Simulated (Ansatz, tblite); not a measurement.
Forces on Cu3H3⁺ at its r2SCAN-D4/def2-SVP geometry. Total charge 1; doublet.

The xTB rows come from tblite. No other spin state of charge 1 was run. The structure comes from a short search, and lower isomers may exist.

GFN1-xTB (tblite), largest force 0.45 eV/Å:

```xyz
6
positions Å, forces eV/Å
Cu   -0.526   -0.824   -0.789   -0.108   -0.172   -0.163
Cu    1.225    0.694   -0.382   -0.242   -0.197   -0.021
Cu   -0.614    0.259    1.275    0.002   -0.124   -0.213
H     0.752   -0.356   -1.637   -0.045    0.169    0.356
H    -1.557   -0.898    0.447    0.353    0.273    0.015
H     0.720    1.125    1.086    0.039    0.051    0.025
```

GFN2-xTB (tblite), largest force 0.58 eV/Å:

```
Cu -0.006 -0.006 0.003
Cu 0.298 0.201 -0.020
Cu -0.113 0.110 0.361
H 0.145 -0.182 -0.529
H -0.449 -0.316 0.019
H 0.125 0.192 0.165
```

r2SCAN-D4/def2-TZVP (Ansatz), largest force 0.22 eV/Å:

```
Cu -0.094 -0.146 -0.132
Cu 0.175 0.099 -0.047
Cu -0.092 0.035 0.192
H -0.033 0.000 0.036
H 0.044 0.017 -0.034
H -0.001 -0.004 -0.016
```
